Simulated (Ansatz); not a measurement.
Input for Ansatz (an electronic-structure program): R-wB97M-V/def2-TZVPP on CH5BFN (SMILES CB(N)F), a point of a torsion scan.

Ansatz 0.2 input:
```yaml
crystal:
  periodic: [false, false, false]
  atoms:
    - {symbol: C, position_ang: [-1.18404097, 0.01124803, -0.22855742]}
    - {symbol: B, position_ang: [0.21607190, 0.08372500, 0.49117581]}
    - {symbol: N, position_ang: [1.46910457, 0.25460309, -0.22690916]}
    - {symbol: F, position_ang: [0.25129340, -0.03141999, 1.82368679]}
    - {symbol: H, position_ang: [-1.39407623, -1.02105681, -0.50517786]}
    - {symbol: H, position_ang: [-1.20378726, 0.59088006, -1.14554453]}
    - {symbol: H, position_ang: [-1.99419438, 0.33759390, 0.41791397]}
    - {symbol: H, position_ang: [1.97201400, 1.08743425, 0.05356549]}
    - {symbol: H, position_ang: [2.11146180, -0.51483176, -0.08123359]}
basis:
  gaussian:
    orbitals: def2-TZVPP
hamiltonian:
  xc: {name: wB97M-V}
scf: {lower_state_search: off}
```

Program output:

```
WARN ansatz: RAYON_NUM_THREADS=1 ignored (pool sized by the plan → 1); use --threads N
Functional definition: wB97M-V
these checks for a lower state are left out or cut short: stability, starts, cluster_reference, orbital_swaps, neighbouring_geometries, increment
integrals: 0.11 GiB planned
955 factors; their error is unknown
integrals: 0.14 GiB planned
247 factors; integrals over basis functions are off by at most 8.1e-6 eV
mean field: 1.04 GiB planned
mean field evaluation 1: about -5997.9554 eV, gradient 6.0e1 eV
mean field evaluation 2: about -6000.1115 eV, gradient 5.0e1 eV
mean field evaluation 4: about -6004.4835 eV, gradient 1.6e0 eV
mean field evaluation 8: about -6004.4945 eV, gradient 1.9e-1 eV
mean field evaluation 16: about -6004.4923 eV, gradient 9.3e-5 eV
mean field -6004.49228228 eV, -220.6610213826 hartree, gradient 4.1e-6 eV, S^2 0.000000; 0 other end points of the search recorded, 0 dependent functions left out
reference -6004.49233025 eV, -220.6610231454 hartree; 16, 16 occupied and 178, 178 virtual orbitals, 955 factors
Total energy: -6004.49233025 eV, -220.6610231454 hartree
Checks for a lower state left out: stability, starts, cluster_reference, orbital_swaps, neighbouring_geometries, increment
```

The run converged.

Cost: around 6 core-seconds (rough).
